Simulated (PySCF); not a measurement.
PySCF job for C3H6BNO, SMILES CB(C)OC#N, KT2/pcSseg-1. Geometry optimised at B3LYP-D3(BJ)/def2-SVP. This is a generated structure with no PubChem entry under its InChIKey; it may be hypothetical. One conformer was computed; it need not be the lowest.

```python
import numpy as np
from pyscf import gto, scf, dft
from pyscf.prop.nmr import rks as nmr

mol = gto.M(
    atom='''
    C     0.70090595   -2.19542737   -0.00000000
    B    -0.03789182   -0.82173946   -0.00000000
    C    -1.58622797   -0.60151495    0.00000000
    O     0.80443990    0.31280522    0.00000000
    C     0.37331086    1.52756606    0.00000000
    N     0.02833519    2.63708036   -0.00000000
    H     0.38498324   -2.78677684    0.87828472
    H     1.79724808   -2.11445153    0.00000000
    H     0.38498325   -2.78677684   -0.87828472
    H    -1.89076374   -0.00452273   -0.87870922
    H    -2.15802653   -1.53999878   -0.00000000
    H    -1.89076374   -0.00452273    0.87870922
    ''',
    basis='pcSseg-1',
    charge=0,
    spin=0,
    max_memory=1600,
    verbose=3,
)
mf = dft.RKS(mol, xc='kt2')
mf.grids.level = 3
mf.conv_tol = 1e-10
mf.max_cycle = 100
mf.kernel()
n = nmr.NMR(mf)
n.verbose = 2
n.max_cycle_cphf = 60
sigma = n.kernel()
print('atom   isotropic/ppm   span/ppm')
for i, s in enumerate(sigma):
    w = np.linalg.eigvalsh((s + s.T) / 2)
    print(f'{mol.atom_symbol(i):2s}{i + 1:3d} {w.mean():14.3f} {w[2] - w[0]:11.3f}')
```

Log of the run:

```
converged SCF energy = -277.288273897545
atom   isotropic/ppm   span/ppm
C   1        175.567      37.366
B   2         41.369     118.887
C   3        177.581      24.264
O   4        149.027     134.775
C   5         77.723     314.347
N   6         75.860     348.307
H   7         30.346       8.568
H   8         30.640      10.031
H   9         30.346       8.568
H  10         30.385       9.650
H  11         30.378       9.103
H  12         30.385       9.650
```

The run converged.
